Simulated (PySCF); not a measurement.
C₂H₅ClFNSi. Atoms are numbered in the order given.

```xyz
11

N     -2.1774     0.5025    -0.8041
Si    -0.7987    -0.4676    -0.4947
Cl    -0.5856    -1.0383     1.5084
C      0.7231     0.4935    -0.9274
C      1.7275     0.6907    -0.0750
F      2.8173     1.3892    -0.3940
H     -3.1058     0.0931    -0.8120
H     -2.2005     1.4676    -0.4904
H     -0.9583    -1.7336    -1.2496
H      0.8197     0.9325    -1.9281
H      1.7648     0.3127     0.9529
```

The structure is a stationary point at ωB97X-D3(BJ)/def2-SVP. The structure was generated by enumeration; whether it is a known compound was not checked. Other conformers were not sampled.

The numbers are results of PBE/pcSseg-1 (PySCF), not measurements.

GIAO shieldings, no solvent; atoms listed in one row are averaged. δ = σ(ref) − σ: ¹⁵N against NH3 (σ = 267.0 ppm); ²⁹Si against TMS (σ = 335.4 ppm); ³⁵Cl against HCl (σ = 936.5 ppm); ¹³C against TMS (σ = 182.0 ppm); ¹⁹F against CFCl3 (σ = 133.6 ppm); ¹H against TMS (σ = 31.49 ppm), references at their B3LYP-D3(BJ)/def2-TZVP geometries, non-relativistic (without spin–orbit terms, shifts of atoms bonded to Cl or Br come out too high).

Computed chemical shifts:
```csv
nucleus,atoms,count,δ (ppm)
¹⁵N,N1,1,47.4
²⁹Si,Si2,1,-14.9
³⁵Cl,Cl3,1,74.3
¹³C,C5,1,176.5
¹³C,C4,1,103.0
¹⁹F,F6,1,-78.9
¹H,H11,1,7.27
¹H,H9,1,5.83
¹H,H10,1,5.42
¹H,H7,1,1.51
¹H,H8,1,1.31
```
